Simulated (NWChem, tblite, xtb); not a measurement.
# How methods differ on CH5F3Si2 (SMILES F[SiH2]C[SiH](F)F)

CH5F3Si2 has 11 atoms, charge 0, and is taken as a singlet. SMILES: `F[SiH2]C[SiH](F)F`. Geometry: relaxed at PBE0-D4/def2-TZVP. This is one conformer, not always the lowest.

| atom | x (Å) | y (Å) | z (Å) |
| --- | --- | --- | --- |
| F | -0.3499 | 2.0472 | -2.0320 |
| Si | 0.1479 | 1.4535 | -0.6295 |
| C | -0.3675 | -0.3341 | -0.5400 |
| Si | 0.0802 | -1.2706 | 0.9802 |
| F | 1.6574 | -1.2452 | 1.1754 |
| F | -0.5577 | -0.5590 | 2.2503 |
| H | 1.6222 | 1.5858 | -0.5848 |
| H | -0.4911 | 2.2469 | 0.4452 |
| H | -1.4573 | -0.3831 | -0.6538 |
| H | 0.0695 | -0.8604 | -1.3974 |
| H | -0.3537 | -2.6809 | 0.9863 |

Quantity: the dipole moment, in D. The values are calculated.

```json
{"level": "GFN2-xTB", "kind": "semi-empirical", "program": "tblite", "value (D)": "1.58", "CPU time": "under 2 s"}
{"level": "GFN1-xTB", "kind": "semi-empirical", "program": "tblite", "value (D)": "2.02", "CPU time": "under 2 s"}
{"level": "GFN0-xTB", "kind": "semi-empirical", "program": "xtb", "value (D)": "1.95", "CPU time": "under 2 s"}
{"level": "IPEA1-xTB", "kind": "semi-empirical", "program": "tblite", "value (D)": "2.23", "CPU time": "under 2 s"}
{"level": "HF/STO-3G", "kind": "Hartree–Fock", "program": "NWChem", "value (D)": "1.04", "CPU time": "3.9 s"}
{"level": "HF/3-21G", "kind": "Hartree–Fock", "program": "NWChem", "value (D)": "1.93", "CPU time": "4.6 s"}
{"level": "B3LYP/6-31G* (spherical functions)", "kind": "global hybrid", "program": "NWChem", "value (D)": "1.54", "CPU time": "28 s"}
{"level": "B3LYP/6-31G* (Cartesian functions)", "kind": "global hybrid", "program": "NWChem", "value (D)": "1.55", "CPU time": "29 s"}
{"level": "TPSSh/6-31+G* (spherical functions)", "kind": "hybrid meta-GGA", "program": "NWChem", "value (D)": "1.64", "CPU time": "57 s"}
```

The values span 1.04 to 2.23 D. Sets without polarisation functions give poor dipoles. CPU times are rough (shared hosts, several kinds of processor): they show what a rung costs within a factor of a few.
